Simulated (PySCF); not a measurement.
SMILES [Cl][Al]([Cl])[SiH3] (CAM-B3LYP/def2-SVP optimised geometry):

```
7

Al    -1.310    -1.532    -1.975
Cl    -1.899    -3.543    -1.924
Cl    -1.416    -0.581    -3.839
Si    -0.509    -0.370     0.000
H     -0.977     1.043     0.000
H      0.983    -0.370     0.000
H     -0.983    -1.043     1.240
```

Calculation: CAM-B3LYP/def2-TZVP (PySCF).

Problem. What are the frontier orbital energies and the dipole moment?

Solution. HOMO-2 -10.85 eV, HOMO-1 -10.58 eV, HOMO -9.61 eV, LUMO -0.87 eV, LUMO+1 0.21 eV; dipole moment 1.55 D.

Meta-Löwdin charges at CAM-B3LYP/def2-TZVP: Al1 0.70, Cl2 -0.32, Cl3 -0.32, Si4 0.15, H5 -0.07, H6 -0.07, H7 -0.07.
